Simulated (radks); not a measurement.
Polarisability of the bismuth ion Bi+, [Hg] 6p2, at imaginary frequency. All-electron calculation, scalar-relativistic Kohn-Sham, exchange-only LDA, spin-polarised, spherical densities, finite nucleus; open shells are filled with parallel spins first (spin-orbit coupling, left out, can overturn this in heavy ions); Fermi nuclear charge, rms radius 5.5211 fm. Program: a radial shooting solver on a logarithmic mesh with Libxc functionals. Response by self-consistent Sternheimer equations with the Hartree and adiabatic exchange-only LDA kernel, the relativistic mass of each level held fixed and spin-orbit coupling left out.

w (hartree),alpha1(iw) (bohr^3)
0.00266,29.15
0.0143,29.11
0.0360,28.84
0.0697,28.03
0.118,26.21
0.186,23.07
0.280,18.79
0.413,14.12
0.605,9.888
0.892,6.557
1.35,4.134
2.12,2.403
3.59,1.187
6.94,0.4419
17.5,0.1048

Static values: alpha1 = 29.15 bohr^3 (4.320 angstrom^3; uncoupled 45.66). C6 = 271.6, triple-dipole C9 = 5436 atomic units. One-pole (London) frequency 4 C6 / (3 alpha1^2) = 0.426 hartree, against 0.417 for minus the highest occupied eigenvalue.
